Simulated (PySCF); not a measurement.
# Tc²⁺: excitation energy

Tc²⁺ [Kr] 4d5 (6S) → Tc²⁺ [Kr] 4d4 5s1 (6D), as a difference of total energies. All numbers are calculated (PySCF 2.14, scalar relativity by spin-free X2C-1e, in aug-cc-pVTZ-DK (9s8p6d3f2g, 102 functions)). Correlated levels: valence: [Kr] frozen. The calculations carry no spin-orbit coupling.

| method | excitation energy (eV) |
| --- | --- |
| UHF | 5.657 |
| LDA | 5.294 |
| PBE | 5.401 |
| PBE0 | 5.628 |
| r2SCAN | 5.581 |
| TPSSh | 5.622 |
| B97-3 | 5.661 |
| MN15 | 5.763 |
| MP2 (valence) | 5.809 |
| SCS-MP2 (valence) | 5.708 |

Problem. How much does correlation contribute at MP2 (valence)?

Solution. 5.809 − (5.657) = 0.152 eV, measured against UHF.

A first-order spin-orbit estimate (lowest level to lowest level, LS coupling) adds -0.177 eV.
